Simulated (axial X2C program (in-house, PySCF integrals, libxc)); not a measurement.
**Low determinants of TaBr⁻ at the PBE0 level, 2c**

Computed with an in-house relativistic program for diatomic molecules. Two-component (2c) means X2C with spin–orbit coupling and atomic mean-field two-electron Coulomb and Gaunt terms. Basis: Ta dyall-acv3z [14s15p10d7f4g], Br dyall-acv3z [9s10p7d5f1g] (cores contracted in-house); Gaussian nuclei, density fitting, unrestricted open shells. Masses: Ta 180.948 u, Br 78.918 u.

Search at 2.600 Å (vertical energies from the lowest determinant):

```json
{"ΔE (eV)": "0.00", "state": "Ω = 1/2", "electrons beyond evenly filled partner blocks": "ω = 1/2", "electrons in ±ω = 1/2, 3/2, 5/2, 7/2": "65 32 10 2"}
{"ΔE (eV)": "0.11", "state": "Ω = 1/2", "electrons beyond evenly filled partner blocks": "ω = -1/2, ω = -3/2, ω = 5/2", "electrons in ±ω = 1/2, 3/2, 5/2, 7/2": "65 31 11 2"}
{"ΔE (eV)": "0.32", "state": "Ω = 3/2", "electrons beyond evenly filled partner blocks": "ω = 3/2", "electrons in ±ω = 1/2, 3/2, 5/2, 7/2": "66 31 10 2"}
{"ΔE (eV)": "0.35", "state": "Ω = 5/2", "electrons beyond evenly filled partner blocks": "ω = 5/2", "electrons in ±ω = 1/2, 3/2, 5/2, 7/2": "64 32 11 2"}
{"ΔE (eV)": "0.42", "state": "Ω = 3/2", "electrons beyond evenly filled partner blocks": "ω = 1/2, ω = -3/2, ω = 5/2", "electrons in ±ω = 1/2, 3/2, 5/2, 7/2": "65 31 11 2"}
{"ΔE (eV)": "0.42", "state": "Ω = 7/2", "electrons beyond evenly filled partner blocks": "ω = -1/2, ω = 3/2, ω = 5/2", "electrons in ±ω = 1/2, 3/2, 5/2, 7/2": "65 31 11 2"}
{"ΔE (eV)": "0.60", "state": "Ω = 5/2", "electrons beyond evenly filled partner blocks": "ω = -1/2, 2 × ω = 3/2", "electrons in ±ω = 1/2, 3/2, 5/2, 7/2": "65 32 10 2"}
```

Lowest determinant, Ω = 1/2 (⟨Sz⟩ = -1.44, ⟨Lz⟩ = 1.94 at PBE0): Re = 2.567 Å, ωe = 180.6 cm⁻¹.

The determinant in row 2 of the search, Ω = 1/2 (⟨Sz⟩ = 1.45, ⟨Lz⟩ = -0.95 at PBE0), was followed along the bond at PBE0; measured from the minimum of the lowest determinant it gives:

Te = 0.094 eV (762 cm⁻¹), Re = 2.531 Å, ωe = 193.0 cm⁻¹.

(1) Compare the bond of the determinant in row 2 with that of the lowest one.

The search compares states at one distance, so a state with another bond length can lie lower; it is not exhaustive and yields mostly the lowest determinant of each block pattern, so other components and higher states of one pattern are missing. These are energies of single determinants, not of spin-adapted states; PBE0 term energies can be off by some tenths of an eV, and the functional has no current term. The lowest determinant need not be the ground state where others lie within half an eV. For an anion, determinants above electron detachment are held by the basis set. The highest occupied level of some functionals is positive through self-interaction error; at Hartree–Fock it is bound. Row 1 has a positive highest level at its minimum. Row 2 has a positive highest level at its minimum.

Answers

(1) At PBE0 its Re is 0.036 Å shorter and its force constant, which goes as ωe², is 1.14 times that of the lowest determinant. T0 ≈ Te + Δωe/2 = 762 + (6) = 768 cm⁻¹.
